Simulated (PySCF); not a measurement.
C2H7AlFN.
Numbering: `[CH3:1][N:2]([CH3:3])[AlH:4][F:5]` (hydrogens: H6, H7, H8 on C1; H9, H10, H11 on C3; H12 on Al4)

Torsions of this conformer, `[CH3:1][N:2]([CH3:3])[AlH:4][F:5]`: C1–N2–Al4–F5 180°.

The closed-shell ground state was solved at several levels (PySCF, density fitting, gas phase, non-relativistic). Geometry: PBE0-D3(BJ)/def2-SVP; no solvent, vibrations or thermal averaging.

| level | basis functions | total energy (Eh) | HOMO (eV) | LUMO (eV) | gap (eV) | dipole (D) |
| --- | --- | --- | --- | --- | --- | --- |
| PBE0/6-31G | 63 | -477.0636 | -6.44 | -0.28 | 6.16 | 2.46 |
| PBE0/STO-3G | 36 | -471.1332 | -2.96 | 5.72 | 8.68 | 0.45 |
| PBE0/cc-pVTZ | 252 | -477.2611 | -6.58 | -0.34 | 6.24 | 1.91 |
| KT2/pcSseg-2 | 285 | -483.4364 | -5.48 | -1.20 | 4.28 | 2.00 |
| PBE0/def2-SVPD | 163 | -476.9326 | -6.65 | -0.35 | 6.30 | 2.04 |
| PBE0/pcSseg-2 | 285 | -477.2776 | -6.62 | -0.43 | 6.19 | 1.99 |
| LC-wPBE/def2-SVPD | 163 | -477.0914 | -9.33 | 1.45 | 10.78 | 2.02 |
| BLYP/pcSseg-2 | 285 | -477.5911 | -5.28 | -1.07 | 4.21 | 1.99 |
| PBE0/6-31+G* | 108 | -477.1559 | -6.62 | -0.48 | 6.14 | 2.08 |

Problem. What might BHandHLYP/def2-SVPD (163 basis functions) give for the same quantities?

Solution. Total energy -477.1861 Eh, HOMO -7.85 eV, LUMO 0.38 eV, gap 8.23 eV, dipole 2.04 D.

Problem. Over all these levels, which gives the widest orbital gap and which the narrowest?

Solution. LC-wPBE/def2-SVPD (range-separated hybrid) has the widest, 10.78 eV, and BLYP/pcSseg-2 (GGA) the narrowest, 4.21 eV. Functional and basis both differ between the two, so the spread mixes both effects.

Problem. How much does the basis alone move the frontier levels among the 6 PBE0 rows?

Solution. The HOMO by 3.69 eV and the LUMO by 6.20 eV. By rising basis size (HOMO, LUMO in eV): STO-3G -2.96, 5.72; 6-31G -6.44, -0.28; 6-31+G* -6.62, -0.48; def2-SVPD -6.65, -0.35; cc-pVTZ -6.58, -0.34; pcSseg-2 -6.62, -0.43.

Problem. How far do the dipole and the HOMO energy spread over the levels?

Solution. The dipole runs from 0.45 to 2.46 D (mean 1.90 D) and the HOMO from -9.33 to -2.96 eV.
